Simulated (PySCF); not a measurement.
H₆P₂Si. Atoms are numbered in the order given.

```xyz
9

Si     0.0000     0.0000     0.8240
P      1.9498     0.0000    -0.3351
P     -1.9498     0.0000    -0.3351
H      0.0000     1.2127     1.6982
H      0.0000    -1.2127     1.6982
H      1.5325    -1.0417    -1.2204
H      1.5325     1.0417    -1.2204
H     -1.5325     1.0417    -1.2204
H     -1.5325    -1.0417    -1.2204
```

Geometry optimised at PBE0-D3(BJ)/def2-SVP. Other conformers were not sampled.

Method: TDDFT-PBE0/def2-SVPD (PySCF).

Vertical excitations. Isolated molecule, no solvent. State labels are in the subgroup C2v.

```json
[
 {"state": "S1", "symmetry": "B1", "energy (eV)": "5.84", "λ (nm)": "212", "f": "0.070", "main pairs": "HOMO→LUMO 81 %, HOMO→LUMO+1 17 %"},
 {"state": "S2", "symmetry": "B2", "energy (eV)": "6.22", "λ (nm)": "199", "f": "0.017", "main pairs": "HOMO→LUMO+2 97 %"},
 {"state": "S3", "symmetry": "A2", "energy (eV)": "6.23", "λ (nm)": "199", "f": "0.000", "main pairs": "HOMO→LUMO+3 94 %"},
 {"state": "S4", "symmetry": "B1", "energy (eV)": "6.27", "λ (nm)": "198", "f": "0.409", "main pairs": "HOMO→LUMO+1 80 %, HOMO→LUMO 15 %"},
 {"state": "S5", "symmetry": "A1", "energy (eV)": "6.41", "λ (nm)": "193", "f": "0.000", "main pairs": "HOMO→LUMO+4 98 %"},
 {"state": "S6", "symmetry": "A2", "energy (eV)": "6.91", "λ (nm)": "179", "f": "0.000", "main pairs": "HOMO→LUMO+5 95 %"},
 {"state": "S7", "symmetry": "B1", "energy (eV)": "7.17", "λ (nm)": "173", "f": "0.043", "main pairs": "HOMO→LUMO+6 94 %"},
 {"state": "S8", "symmetry": "A1", "energy (eV)": "7.20", "λ (nm)": "172", "f": "0.014", "main pairs": "HOMO−1→LUMO 74 %, HOMO−2→LUMO 22 %"},
 {"state": "S9", "symmetry": "A1", "energy (eV)": "7.46", "λ (nm)": "166", "f": "0.075", "main pairs": "HOMO−1→LUMO+1 45 %, HOMO−2→LUMO 27 %, HOMO→LUMO+7 20 %"},
 {"state": "S10", "symmetry": "A1", "energy (eV)": "7.58", "λ (nm)": "164", "f": "0.015", "main pairs": "HOMO−2→LUMO 38 %, HOMO→LUMO+7 38 %, HOMO−1→LUMO 17 %"},
 {"state": "T1", "symmetry": "B1", "energy (eV)": "4.73", "λ (nm)": "262", "f": "0", "main pairs": "HOMO→LUMO 92 %"},
 {"state": "T2", "symmetry": "B2", "energy (eV)": "5.52", "λ (nm)": "225", "f": "0", "main pairs": "HOMO→LUMO+2 82 %, HOMO−1→LUMO+3 14 %"},
 {"state": "T3", "symmetry": "A2", "energy (eV)": "5.52", "λ (nm)": "224", "f": "0", "main pairs": "HOMO→LUMO+3 76 %, HOMO−1→LUMO+2 15 %"},
 {"state": "T4", "symmetry": "B1", "energy (eV)": "5.84", "λ (nm)": "212", "f": "0", "main pairs": "HOMO→LUMO+1 94 %"}
]
```
Triplets are in the Tamm–Dancoff approximation, which puts them higher than full response would, so one can lie above its singlet here.
